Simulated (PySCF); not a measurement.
CH3Cl2NSi2. Atoms are numbered in the order given.

```xyz
9

Cl     1.4261    -0.1192     1.6782
Si     0.2299     0.0200     0.0000
Cl     1.4261    -0.1192    -1.6782
N     -0.7369     1.5349     0.0000
C     -1.9423     1.0729     0.0000
Si    -1.9351    -0.8676     0.0000
H     -2.7985     1.7749     0.0000
H     -2.5013    -1.5188    -1.2175
H     -2.5013    -1.5188     1.2175
```
Charge 0, spin multiplicity 1.

The structure is a stationary point at B3LYP-D3(BJ)/def2-SVP. The structure was generated by enumeration, and PubChem lists no compound with its InChIKey, so it may never have been made.

These are PBE/pcSseg-1 in PySCF values and carry that method's errors.

GIAO shieldings, no solvent; atoms alike by connectivity are averaged. δ = σ(ref) − σ: ³⁵Cl against HCl (σ = 936.5 ppm); ²⁹Si against TMS (σ = 335.4 ppm); ¹⁵N against NH3 (σ = 267.0 ppm); ¹³C against TMS (σ = 182.0 ppm); ¹H against TMS (σ = 31.49 ppm), references at their B3LYP-D3(BJ)/def2-TZVP geometries, non-relativistic (without spin–orbit terms, shifts of atoms bonded to Cl or Br come out too high).

| atoms | nucleus | count | δ (ppm) |
|---|---|---|---|
| Cl1, Cl3 | ³⁵Cl | 2 | (withheld) |
| Si2 | ²⁹Si | 1 | (withheld) |
| Si6 | ²⁹Si | 1 | 7.8 |
| N4 | ¹⁵N | 1 | 579.5 |
| C5 | ¹³C | 1 | 216.3 |
| H7 | ¹H | 1 | (withheld) |
| H8, H9 | ¹H | 2 | 6.23 |

Complete the blanks. (The exact figures need the calculation; the answer reports its results.)


- Cl1, Cl3, δ (ppm): 165.9
- Si2, δ (ppm): 28.5
- H7, δ (ppm): 10.75
